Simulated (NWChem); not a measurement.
System: SiH$_{4}$O$_{2}$; SMILES O[SiH2]O

Input file for NWChem:

```
start job
memory heap 200 mb stack 900 mb global 1100 mb
geometry units angstroms noautosym nocenter noautoz
  Si     0.000000     0.000000    -0.425510
  O     -1.385296     0.051134     0.489315
  O      1.385296    -0.051134     0.489315
  H     -0.065134     1.236725    -1.249975
  H      0.065134    -1.236725    -1.249975
  H     -1.586576    -0.732799     1.009028
  H      1.586576     0.732799     1.009028
end
basis spherical
  Si library 6-31+g*
  O library 6-31+g*
  H library 6-31+g*
end
dft
  xc pbe0
  iterations 150
end
property
  response 1 0.0428
end
task dft property
```

Geometry: optimised at PBE0/def2-SVP.

Field at 1065 nm.

### Question
Give the results of this calculation. (PBE0/6-31+G* (spherical d).) Quantities: isotropic polarisability (bohr³); anisotropy (bohr³).

### Answer
| Property | Value |
|---|---|
| isotropic polarisability (bohr³) | 30.9 |
| anisotropy (bohr³) | 0.7 |
